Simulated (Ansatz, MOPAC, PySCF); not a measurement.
Pair of molecules: CH5N (SMILES CN) (first 7 atoms) with CH4S (SMILES CS); geometry from B3LYP-D3(BJ)/def2-TZVP, rigid monomers moved along the line of their centres of mass till N2···H13 is 3.88 Å.
(charge 0, multiplicity 1):
```xyz
13

C      0.418     0.390     0.463
N     -0.362    -0.817     0.738
H      1.425     0.262     0.862
H     -0.035     1.233     0.987
H      0.503     0.649    -0.599
H      0.070    -1.636     0.327
H     -1.295    -0.743     0.350
C      1.135     0.183     6.008
S     -0.673     0.001     5.854
H      1.523     0.901     5.287
H      1.332     0.554     7.012
H      1.638    -0.774     5.885
H     -0.666    -0.494     4.593
```

Interaction energies are E(AB) − E(A) − E(B) at the monomers' geometry in the complex; basis-set methods are counterpoise corrected. Rows marked so take none.

Cores are frozen in the correlated methods. Rows in 3-21G, 6-311+G**, 6-31G* carry no dispersion term and start afresh at each structure (6-31G* with six Cartesian d functions). MP2/6-31G* freezes PySCF's default core. The state that AM1, PM6 reach isn't checked.

The values were computed with Ansatz (Gaussian basis) for Hartree–Fock, density functionals and correlated methods; MOPAC for AM1, PM6 (differences of heats of formation); PySCF for 3-21G rows, 6-311+G** rows, 6-31G* rows, the dispersion terms. Values without a source in brackets are computed.

Other levels give for the interaction energy: PBE/def2-TZVPPD -0.72; B3LYP/def2-TZVPPD -0.49; B3LYP-D3(BJ)/def2-TZVPPD -0.82; wB97M-V/def2-TZVPPD -0.87; CCSD(T)/aug-cc-pV(D+d)Z -0.88 kcal/mol.

Question: What do these common cheap choices give for the same quantity: AM1, PM6, HF/3-21G (no counterpoise), HF/6-31G*, HF/6-31G* (no counterpoise), BP86/6-31G* (no counterpoise), B3LYP/6-311+G** (no counterpoise), MP2/6-31G*?

Answer: AM1 -0.53; PM6 -0.76; HF/3-21G (no counterpoise) -0.80; HF/6-31G* -0.62; HF/6-31G* (no counterpoise) -0.74; BP86/6-31G* (no counterpoise) -0.67; B3LYP/6-311+G** (no counterpoise) -0.72; MP2/6-31G* -0.82 kcal/mol. They span -0.82 to -0.53 kcal/mol.

Ansatz is a first-principles code.
